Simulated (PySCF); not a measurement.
**Two-dimensional NMR puzzle**

Compound of formula C₁₀H₁₁F. Correlations simulated from computed shifts and couplings:

HSQC (one-bond C–H):
```tsv
δH	δC	1J(C,H) (Hz)
6.97	124.9	163
6.74	118.8	166
2.86	30.9	137
2.85	36.1	136
2.34	23.1	133
1.96	28.5	136
```

COSY cross peaks (|J| ≥ 2 Hz):
```tsv
δH	δH	abs. J (Hz)	bonds
2.86	1.96	9.5	3
2.85	1.96	9.4	3
```

HMBC (two and three bonds, |J| ≥ 2.5 Hz):
```tsv
δH	δC [abs. J in Hz]
6.97	131.5 [7.1], 118.8 [7.1], 36.1 [3.4], 23.1 [5.1]
6.74	166.6 [4.6], 131.5 [4.7], 124.9 [7.3], 23.1 [5.6]
2.86	166.6 [2.7], 152.9 [3.9], 131.5 [5.5], 36.1 [3.3], 28.5 [2.5]
2.85	152.9 [5.2], 131.5 [3.9], 124.9 [2.5], 30.9 [3.5], 28.5 [2.6]
2.34	143.7 [5.4], 124.9 [5.5], 118.8 [5.5]
1.96	152.9 [4.0], 131.5 [3.8], 36.1 [2.7], 30.9 [2.7]
```

Carbons without hydrogens: δ 166.6, 152.9, 143.7, 131.5.

- PBE0-D3(BJ)/def2-SVP structure
- PBE0/pcSseg-1 with gauge-including orbitals
- couplings computed with B3LYP/pcJ-1 (spin–dipole term only in couplings to heteroatoms)
- code: PySCF
- non-relativistic Hamiltonian, one averaged value for each set of equivalent atoms, one computed conformer, no solvent model

δ = σ(ref) − σ, references computed at the same level: 1H (31.27 ppm) and 13C (184.41 ppm) vs TMS.

Exchangeable hydrogens are left out of these lists, and C,H couplings along chains are those of one rotamer, so weak HMBC peaks may be missing or extra.

Which molecule is this?

## Answers

SMILES c1(C)cc(F)c2c(c1)CCC2.

Numbering as in the mapped SMILES `[CH3:1][c:2]1[cH:3][c:4]([F:5])[c:6]2[c:7]([cH:8]1)[CH2:9][CH2:10][CH2:11]2` (H(Xn): hydrogen on atom n).

- δC 166.6 is C4, an aromatic carbon bearing fluorine.
- δC 152.9 is C7, a substituted aromatic carbon.
- δC 143.7 is C2, a substituted aromatic carbon.
- δC 131.5 is C6, a substituted aromatic carbon.
- δC 124.9 is C8, an aromatic CH (δH 6.97).
- δC 118.8 is C3, an aromatic CH (δH 6.74).
- δC 36.1 is C9, an sp3 CH2 on an aromatic ring (δH 2.85).
- δC 30.9 is C11, an sp3 CH2 on an aromatic ring (δH 2.86).
- δC 28.5 is C10, an sp3 CH2 in a ring (δH 1.96).
- δC 23.1 is C1, a methyl carbon on an aromatic ring (δH 2.34).
- HMBC from δH 6.97 reaches the proton-free carbon C6.
- HMBC from δH 6.74 reaches the proton-free carbons C4, C6.
- HMBC from δH 2.86 reaches the proton-free carbons C4, C7, C6.
- HMBC from δH 2.85 reaches the proton-free carbons C7, C6.
- COSY links 2.86–1.96, 2.85–1.96.

The data come from this structure; uniqueness wasn't tested.

Common functionals overestimate the size of one-bond C–F couplings by tens of Hz; these are unscaled. Unscaled 3J(H,H) at this level run about 10 % above measured values. Shifts are as computed. Against solution values, carbons near 30 ppm lie about +2 ppm off and those near 130 ppm about +5 ppm (rms about the fit 1.9 ppm; single classes can miss by 10 ppm). Of 1328 compounds with measured shifts, 309 miss one by over three times the rms of a fit or turn the order of signals round; such compounds aren't used in these exercises. Signals without a measured value on file couldn't be tested in this way; 1H shifts scatter by 0.2 ppm about their fit, and single ones miss by 0.5 ppm.
